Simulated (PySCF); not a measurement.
Electron correlation in O²⁺ (oxygen, charge +2)

[He] 2s2 2p2, high-spin 3P determinant. Computed with PySCF 2.14 in 6-31G* (3s2p1d, 14 functions), with the non-relativistic Hamiltonian (point nucleus). Frozen: 1s2; 4 electrons correlated.

MP2 pair energies summed by pair of shells (mhartree):

```
 pair  energy  share (%)
2s-2p  -26.26       55.9
2s-2s  -17.31       36.8
2p-2p   -3.41        7.3
```

Total MP2 correlation energy: -46.98 mhartree.

Same-spin part -6.06 and opposite-spin part -40.92 mhartree; SCS-MP2 scales them by 1/3 and 6/5 to -51.12 mhartree.

```json
{"level": "CCSD", "correlation energy (mhartree)": "-69.07"}
{"level": "(T)", "correlation energy (mhartree)": "-0.47"}
{"level": "CCSD(T)", "correlation energy (mhartree)": "-69.54"}
```

Diagnostics: T1 = 0.0048, D1 = 0.0090, largest double amplitude 0.126.

Is a single reference adequate?

Mostly. T1 lies below 0.03, but a double amplitude of this size points to a near-degeneracy that CCSD handles and MP2 describes poorly.
